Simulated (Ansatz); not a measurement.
Consider the redistribution: `NPB[SiH3]` + `F[SiH2]S[SiH3]` → `F[SiH2]B[SiH3]` + `NPS[SiH3]`.

Gas-phase electronic energies from Ansatz, PBE0-D4/def2-TZVP geometries. CCSD(T)/CBS is the MP2 limit (def2-TZVPP, def2-QZVPP) plus CCSD(T) − MP2 in def2-TZVPP, frozen cores. This one scheme is used for every species. DFT in def2-TZVPP. One conformer a species, not always the lowest.

```json
{"level": "PBE-D4", "ΔE (kJ/mol)": "94.5", "difference from CCSD(T)/CBS": "-1.6"}
{"level": "B97M-V", "ΔE (kJ/mol)": "96.7", "difference from CCSD(T)/CBS": "0.6"}
{"level": "r2SCAN", "ΔE (kJ/mol)": "101.0", "difference from CCSD(T)/CBS": "4.9"}
{"level": "BHLYP", "ΔE (kJ/mol)": "89.0", "difference from CCSD(T)/CBS": "-7.1"}
{"level": "LC-ωPBE", "ΔE (kJ/mol)": "95.2", "difference from CCSD(T)/CBS": "-0.9"}
{"level": "CCSD(T)/def2-SVP", "ΔE (kJ/mol)": "99.1", "difference from CCSD(T)/CBS": "3.0"}
{"level": "CCSD/def2-TZVPP", "ΔE (kJ/mol)": "92.3", "difference from CCSD(T)/CBS": "-3.8"}
{"level": "MP2/def2-QZVPP", "ΔE (kJ/mol)": "103.5", "difference from CCSD(T)/CBS": "7.4"}
{"level": "HF/CBS(def2)", "ΔE (kJ/mol)": "77.1", "difference from CCSD(T)/CBS": "-19.0"}
{"level": "MP2/CBS(def2)", "ΔE (kJ/mol)": "103.2", "difference from CCSD(T)/CBS": "7.1"}
{"level": "CCSD(T)/CBS", "ΔE (kJ/mol)": "96.1", "difference from CCSD(T)/CBS": "0"}
```

Largest T1 diagnostic among the species: 0.017.

In def2-TZVPP, CCSD(T) changes the Hartree–Fock value by +19.7 kJ/mol (the triples alone add +4.4 kJ/mol) and MP2 by +26.8 kJ/mol. Leaving LDA and LC-ωPBE aside and taking each functional with its dispersion term where it has one, the values, not all of them listed here, spread over 14.3 kJ/mol, from BLYP-D4 to r2SCAN-D4. LDA lies +12.8 kJ/mol from PBE without D4.
